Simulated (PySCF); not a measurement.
H5PSi.

```xyz
7

Si    -1.0894    -0.0065     0.0000
P      1.1620     0.1188     0.0000
H     -1.5898     0.6973     1.2093
H     -1.5898     0.6973    -1.2093
H     -1.6126    -1.3978     0.0000
H      1.3065    -0.8446     1.0343
H      1.3065    -0.8446    -1.0343
```

Geometry: PBE0-D3(BJ)/def2-TZVP.

Calculation: PySCF with PBE0/pcSseg-2. Non-relativistic, no solvent.

Computed absolute GIAO shielding of each atom: isotropic value and principal components (ppm):
| atom | σ(iso) | σ11 | σ22 | σ33 | span |
|---|---|---|---|---|---|
| Si1 | 421.4 | 394.7 | 417.9 | 451.8 | 57.1 |
| P2 | 606.7 | 551.6 | 576.1 | 692.5 | 140.9 |
| H3 | 27.3 | 24.4 | 25.2 | 32.5 | 8.1 |
| H4 | 27.3 | 24.4 | 25.2 | 32.5 | 8.1 |
| H5 | 27.1 | 23.5 | 25.1 | 32.5 | 9.0 |
| H6 | 29.7 | 25.1 | 26.7 | 37.5 | 12.4 |
| H7 | 29.7 | 25.1 | 26.7 | 37.5 | 12.4 |
